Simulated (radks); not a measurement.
Results of a calculation; reference values are marked as such.
Species: Cs+. Configuration: [Xe]. Code: a radial shooting solver on a logarithmic mesh with Libxc functionals. Model: scalar-relativistic Kohn-Sham, PBE, spin-polarised, spherical densities, finite nucleus; Fermi nuclear charge, rms radius 4.8041 fm; hard spherical wall at 15 bohr.

Normalised radial functions P(r) = r R(r), r in bohr:

r,4p
0.001958,0.0047
0.003089,0.0104
0.004835,0.0227
0.007628,0.0492
0.01203,0.1028
0.01899,0.2012
0.02996,0.3501
0.04727,0.4932
0.07458,0.4421
0.1167,-0.0217
0.1842,-0.6755
0.2906,-0.4951
0.4584,0.7630
0.7233,1.3304
1.141,0.6243
1.8,0.0924
2.818,0.0034
4.446,0.0000
7.015,0.0000
11.07,0.0000

4p: eigenvalue -166.06 eV, 2 radial nodes at r = 0.115, 0.355 bohr, <r> = 0.739 bohr, 90 % of the charge inside 1.08 bohr.
